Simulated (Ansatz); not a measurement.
Relaxation of BBrFGeH₂IO (8 atoms, charge 0, multiplicity 1), to a largest force component of 0.02 eV/Å in at most 50 steps.

These are results of RHF/def2-SVP in Ansatz, not measurements.

```xyz
8
Properties=species:S:1:pos:R:3
O -0.220 -1.844 0.446
Ge 0.319 -0.336 -0.404
Br 2.518 0.040 0.143
B -0.710 1.266 0.162
F -1.525 2.000 -0.836
I -0.858 1.855 2.283
H 0.331 -2.527 0.093
H 0.237 -0.509 -1.943
```

Problem. Where does it end, and by what steps?

Solution. The forces met the threshold. After 24 steps the energy has fallen by 0.882 eV; F5 moved furthest, 0.63 Å.

| step | energy less start (eV) | largest force component (eV/Å) | accepted |
| --- | --- | --- | --- |
| 0 | 0.0000 | 4.156 | yes |
| 1 | -0.5344 | 3.113 | yes |
| 2 | -0.5526 | 3.423 | yes |
| 3 | -0.7214 | 2.568 | yes |
| 4 | -0.8194 | 1.246 | yes |
| 5 | -0.8485 | 0.678 | yes |
| 6 | -0.8624 | 0.376 | yes |
| 7 | -0.8714 | 0.090 | yes |
| 8 | -0.8730 | 0.057 | yes |
| 9 | -0.8733 | 0.080 | yes |
| 10 | -0.8742 | 0.041 | yes |
| 11 | -0.8751 | 0.082 | yes |
| 12 | -0.8757 | 0.117 | yes |
| 13 | -0.8765 | 0.153 | yes |
| 14 | -0.8772 | 0.178 | yes |
| 15 | -0.8736 | 0.337 | no |
| 16 | -0.8791 | 0.034 | yes |
| 17 | -0.8800 | 0.114 | yes |
| 18 | -0.8806 | 0.060 | yes |
| 19 | -0.8811 | 0.037 | yes |
| 20 | -0.8815 | 0.047 | yes |
| 21 | -0.8818 | 0.064 | yes |
| 22 | -0.8818 | 0.094 | no |
| 23 | -0.8820 | 0.029 | yes |
| 24 | -0.8821 | 0.015 | yes |

```xyz
8
Properties=species:S:1:pos:R:3
O -0.124 -1.723 0.498
Ge 0.298 -0.357 -0.511
Br 2.567 0.113 -0.241
B -0.749 1.319 0.189
F -1.008 2.296 -0.633
I -1.378 1.519 2.230
H 0.370 -2.524 0.400
H 0.116 -0.700 -1.988
```

Run time: 110 s on 2 threads of Intel(R) Xeon(R) Platinum 8488C (Sapphire Rapids), with other jobs on the host, peak memory 0.55 GiB.
